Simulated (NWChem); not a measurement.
CH$_{5}$BrOSi; SMILES CO[SiH2]Br

```xyz
9

Si     0.9788    -0.5675     0.0391
Br    -0.1475     1.3600    -0.0084
O      0.0283    -1.8143    -0.4678
C     -1.1615    -2.2486     0.1383
H      2.1108    -0.4787    -0.9118
H      1.4209    -0.7573     1.4499
H     -1.0054    -2.5335     1.1945
H     -1.5267    -3.1318    -0.4057
H     -1.9423    -1.4693     0.1005
```
Atoms are numbered in this order, from 1.

Program: NWChem. Geometry: optimised at PBE0/def2-SVP. Level: PBE0/def2-SVP with SMD (1 M gas to 1 M solution), gas-phase geometry. Reactions with the solvent are ignored.

For solvent n-hexane:

```yaml
solvation free energy (kcal/mol): -3.0
cavity-dispersion-structure term (kcal/mol): -2.1
dipole in solution (D): 1.73
```

**Question.** What are these values for solvent water?

**Answer.** 
* **solvation free energy (kcal/mol)**: -0.5
* **cavity-dispersion-structure term (kcal/mol)**: 2.4
* **dipole in solution (D)**: 1.93
